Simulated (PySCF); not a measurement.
C2H9FO2Si2 (SMILES C[Si](O)(O)C[SiH2]F), singlet, at a GFN2-xTB geometry, atoms displaced at random by about 0.03 Å a coordinate.

Input for PySCF:
```python
from pyscf import gto, scf, dft

mol = gto.Mole()
mol.atom = '''
    Si    1.496968    0.450776    1.361818
    F     2.053789   -0.883527    0.686711
    C     0.313323    1.238688    0.204871
    Si   -0.815506    0.008298   -0.615622
    C    -1.881961   -0.878024    0.702597
    O    -1.779498    0.861031   -1.658418
    O    -0.009734   -1.019825   -1.575534
    H     0.974138   -0.012991    2.626336
    H     2.768241    1.227487    1.553933
    H     0.836847    1.818914   -0.556475
    H    -0.337426    2.007301    0.752769
    H    -1.333884   -1.378247    1.371189
    H    -2.571559   -1.669322    0.239703
    H    -2.613748   -0.177267    1.251063
    H    -2.079450    0.486390   -2.479920
    H     0.685851   -1.552786   -1.168524
'''
mol.basis = 'sto-3g'
mol.charge = 0
mol.spin = 0
mol.verbose = 4
mol.build()

mf = dft.RKS(mol)
mf.xc = 'tpss'
mf.kernel()
g = mf.nuc_grad_method()
grad = g.kernel()
```

Q: What does this run give for the total energy, HOMO energy, dipole moment, Mulliken (on the basis functions themselves) charges in atom order, number of basis functions?

A: 
The total energy is -899.8337 Eh and the HOMO energy comes out as -2.14 eV. The dipole moment is 0.49 D and the Mulliken (on the basis functions themselves) charges in atom order is Si1 0.72, F2 -0.26, C3 -0.49, Si4 0.95, C5 -0.39, O6 -0.45, O7 -0.45, H8 -0.15, H9 -0.15, H10 0.06, H11 0.05, H12 0.07, H13 0.05, H14 0.05, H15 0.19, H16 0.19. The number of basis functions is 52.
